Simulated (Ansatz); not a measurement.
Born–Oppenheimer molecular dynamics of C2H6AlFO (11 atoms, charge 0, multiplicity 1). It starts from a relaxed structure.

These are results of Ansatz 0.2.0, RKS r2SCAN/STO-3G, not measurements.

- ensemble: NVT, Langevin thermostat
- time step: 1 fs
- steps asked: 369
- set temperature: 1000 K
- friction: 0.5 /fs
- seed: 606904

First frame:

```xyz
11
Properties=species:S:1:pos:R:3
C -0.758 -1.428 0.780
Al 0.607 -0.096 0.680
F 1.707 -0.003 1.874
C 0.722 1.171 -0.783
O -0.574 1.755 -1.223
H -0.543 -2.280 0.121
H -1.737 -1.041 0.473
H -0.877 -1.837 1.790
H 1.327 2.051 -0.488
H 1.259 0.737 -1.659
H -1.068 0.912 -1.543
```

Question: What does the run give?

Answer: The run went to its last step.

```json
{
 "steps done": "369",
 "time covered": "369 fs",
 "mean temperature over the second half": "949 K",
 "spread of the potential energy over the second half": "19.2 meV per atom",
 "mean potential energy of the second half above the start": "83.6 meV per atom"
}
```

A run of 0.37 ps of so small a system gives no equilibrium averages. The friction is so strong that the motion is overdamped, so the time scale means little. Limits of this set-up: minimal basis.

Question: What happens to the structure?

Answer: The same pairs are bonded in the first frame and the last. Pairs count as bonded within 1.25 times the sum of covalent radii (0.12 Å more for H–H). The details hang on the random start.

Question: How do temperature and energy run in time?

Answer: 
```json
{"time (fs)": "0.0", "T (K)": "909", "potential energy less start (eV)": "0.000"}
{"time (fs)": "18.0", "T (K)": "1238", "potential energy less start (eV)": "0.593"}
{"time (fs)": "36.0", "T (K)": "1054", "potential energy less start (eV)": "1.192"}
{"time (fs)": "54.0", "T (K)": "968", "potential energy less start (eV)": "0.685"}
{"time (fs)": "72.0", "T (K)": "1129", "potential energy less start (eV)": "0.447"}
{"time (fs)": "90.0", "T (K)": "784", "potential energy less start (eV)": "0.952"}
{"time (fs)": "108.0", "T (K)": "906", "potential energy less start (eV)": "0.830"}
{"time (fs)": "126.0", "T (K)": "971", "potential energy less start (eV)": "0.595"}
{"time (fs)": "144.0", "T (K)": "920", "potential energy less start (eV)": "0.727"}
{"time (fs)": "162.0", "T (K)": "924", "potential energy less start (eV)": "0.604"}
{"time (fs)": "180.0", "T (K)": "1651", "potential energy less start (eV)": "1.326"}
{"time (fs)": "198.0", "T (K)": "931", "potential energy less start (eV)": "1.186"}
{"time (fs)": "216.0", "T (K)": "898", "potential energy less start (eV)": "0.969"}
{"time (fs)": "234.0", "T (K)": "658", "potential energy less start (eV)": "0.838"}
{"time (fs)": "252.0", "T (K)": "916", "potential energy less start (eV)": "1.075"}
{"time (fs)": "270.0", "T (K)": "803", "potential energy less start (eV)": "1.063"}
{"time (fs)": "288.0", "T (K)": "952", "potential energy less start (eV)": "1.072"}
{"time (fs)": "306.0", "T (K)": "1238", "potential energy less start (eV)": "0.551"}
{"time (fs)": "324.0", "T (K)": "1025", "potential energy less start (eV)": "0.794"}
{"time (fs)": "342.0", "T (K)": "1101", "potential energy less start (eV)": "0.879"}
{"time (fs)": "360.0", "T (K)": "1223", "potential energy less start (eV)": "0.572"}
```

The run took 19 min on 1 thread of Arm Neoverse V2, on a shared host, peak memory 0.11 GiB.
